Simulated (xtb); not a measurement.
2,5-dihydro-1H-silole (C4H8Si), SMILES C1=CC[SiH2]C1. All values are semi-empirical tight-binding results from xtb (GFN2-xTB unless named), good for trends rather than for accurate numbers. The structure is a stationary point at GFN2-xTB. The values are those of a single conformer.

**Question.** Estimate the properties. (The exact figures need the calculation; the answer reports its results.)

**Answer.** 
```
Property                                        Result
---------------------------------------  -------------
point group as xtb finds it                        C2v
orbital gap                                    5.20 eV
dipole moment                                   0.24 D
zero-point energy                        64.1 kcal/mol
G − E(el) at 298.15 K (modified RRHO)    46.4 kcal/mol
static polarisability (D4 model)            73.2 bohr³
solvation energy, GFN2-xTB/ALPB(water)    0.1 kcal/mol
solvation energy, GFN2-xTB/ALPB(hexane)  -2.9 kcal/mol
```
